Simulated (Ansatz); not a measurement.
The same path of GeH4O3 + H2S (11 atoms, charge 0, multiplicity 1) was run 3 times with different band settings. Lost on the way: Ge1–O2, S9–H11. Made: Ge1–S9, O2–H11.

Computed with RKS PBE-D4/def2-SVP (Ansatz 0.2.0).

Relaxed end points:

```xyz
11
Properties=species:S:1:pos:R:3
Ge -0.169 -0.132 0.074
O -0.309 -0.290 1.862
H -1.112 0.161 2.186
O 1.591 -0.212 -0.259
H 1.789 -1.041 -0.737
H -0.832 1.117 -0.528
O -0.923 -1.580 -0.670
H -0.906 -2.319 -0.032
S 1.711 2.516 1.633
H 2.308 1.614 0.801
H 1.190 1.490 2.366
```

```xyz
11
Properties=species:S:1:pos:R:3
Ge 0.158 0.493 -0.426
O 0.022 -0.889 2.353
H 0.000 0.059 2.605
O 1.713 -0.304 0.107
H 1.958 -1.029 -0.500
H 0.150 0.776 -1.946
O -1.221 -0.559 -0.064
H -1.062 -0.841 0.883
S 0.206 2.304 0.910
H 1.568 2.239 0.961
H 0.847 -0.925 1.812
```

Common settings: climbing image yes; spring 5.0 eV/Å²; optimiser quadratic models (default); force threshold 0.05 eV/Å; iteration limit 60; end points relaxed.

| run | movable images | start path |
| --- | --- | --- |
| 1 | 5 | through a guess of the saddle point |
| 2 | 1 | through a guess of the saddle point |
| 3 | 5 | straight line |

Q: What does each run give, and how far can it be trusted?

A: Run 1: converged after 28 iterations, highest image 0.616 eV above the first end. The profile has 2 maxima (images 2, 5) with wells between them (image 4): this band takes more than one step, which may be the mechanism or a detour left from its start path. A vibrational analysis at the climbing image gives one clearly imaginary mode, 637i cm⁻¹: a first-order saddle point.
Run 2: converged after 32 iterations, highest image 0.616 eV above the first end. Another band between the same ends (5 images) ends at a top of the same energy, where a vibrational analysis finds 1 clearly imaginary mode. So few images can step over the top or miss a turn of the path.
Run 3: converged after 17 iterations, highest image 0.618 eV above the first end. Beside the main top the profile has a ripple of under 15 meV (maxima at images 2, 5), which may be a very shallow well or noise. Another band between the same ends (5 images) ends at a top of the same energy, where a vibrational analysis finds 1 clearly imaginary mode.
The orbitals stay closed-shell, which can raise the energy where a bond breaks towards radicals; this wasn't checked here.
